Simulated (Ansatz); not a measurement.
Geometry optimisation, Ansatz 0.2.0, RKS LDA/def2-SVP.

Input:

```yaml
crystal:
  periodic: [false, false, false]
  atoms:
    - { symbol: S, position_ang: [0.7832, 2.3096, 0.5268] }
    - { symbol: C, position_ang: [1.4169, 0.7105, 0.8799] }
    - { symbol: Al, position_ang: [-0.0721, -0.6417, 0.8807] }
    - { symbol: Ge, position_ang: [-1.8869, -0.34323, 2.37875] }
    - { symbol: H, position_ang: [0.4288, 2.0095, -0.8347] }
    - { symbol: H, position_ang: [1.9048, 0.748, 1.8772] }
    - { symbol: H, position_ang: [2.2007, 0.4451, 0.116] }
    - { symbol: H, position_ang: [0.01011, -1.81013, -0.18372] }
    - { symbol: H, position_ang: [-1.94654, -1.68046, 3.30567] }
    - { symbol: H, position_ang: [-1.68308, 0.84318, 3.2783] }
    - { symbol: H, position_ang: [-3.23168, -0.28126, 1.61594] }
basis:
  gaussian: { orbitals: def2-SVP }
hamiltonian:
  xc: lda
relax:
  f_tol: 0.015
  max_steps: 40
```

Command:

```bash
$ ansatz run input.yaml --threads 2 --pin off --max-ram 3072MiB --backend cpu --events-out ev --progress --plain --runs-dir out
```

Q: Where does it end, and by what steps?

A: It converged. The force dipped under the threshold on the way, but the program's further checks kept it going. After 13 steps the energy has fallen by 0.635 eV; H8 moved furthest, 0.86 Å. Joined: S1–Al3.

```json
{"step": "0", "energy less start (eV)": "0.0000", "largest force component (eV/Å)": "1.826", "accepted": "yes"}
{"step": "1", "energy less start (eV)": "-0.2884", "largest force component (eV/Å)": "0.902", "accepted": "yes"}
{"step": "2", "energy less start (eV)": "-0.4012", "largest force component (eV/Å)": "0.424", "accepted": "yes"}
{"step": "3", "energy less start (eV)": "-0.5091", "largest force component (eV/Å)": "0.385", "accepted": "yes"}
{"step": "4", "energy less start (eV)": "-0.5803", "largest force component (eV/Å)": "0.453", "accepted": "yes"}
{"step": "5", "energy less start (eV)": "-0.6078", "largest force component (eV/Å)": "0.374", "accepted": "yes"}
{"step": "6", "energy less start (eV)": "-0.6244", "largest force component (eV/Å)": "0.188", "accepted": "yes"}
{"step": "7", "energy less start (eV)": "-0.6329", "largest force component (eV/Å)": "0.054", "accepted": "yes"}
{"step": "8", "energy less start (eV)": "-0.6326", "largest force component (eV/Å)": "0.070", "accepted": "no"}
{"step": "9", "energy less start (eV)": "-0.6340", "largest force component (eV/Å)": "0.013", "accepted": "yes"}
{"step": "10", "energy less start (eV)": "-0.6346", "largest force component (eV/Å)": "0.032", "accepted": "yes"}
{"step": "11", "energy less start (eV)": "-0.6348", "largest force component (eV/Å)": "0.023", "accepted": "yes"}
{"step": "12", "energy less start (eV)": "-0.6348", "largest force component (eV/Å)": "0.023", "accepted": "no"}
{"step": "13", "energy less start (eV)": "-0.6349", "largest force component (eV/Å)": "0.007", "accepted": "yes"}
```

```xyz
11
Properties=species:S:1:pos:R:3
S 0.513 1.917 0.135
C 1.487 0.621 1.030
Al -0.149 -0.409 0.705
Ge -1.835 -0.402 2.464
H 0.768 1.471 -1.133
H 1.622 1.017 2.057
H 2.473 0.459 0.552
H -0.241 -1.170 -0.703
H -1.813 -1.694 3.322
H -1.613 0.764 3.463
H -3.289 -0.264 1.949
```

Run time: 9.8 s on 2 threads of AMD EPYC 9B45 (Zen 5), on a shared host, peak memory 0.18 GiB.
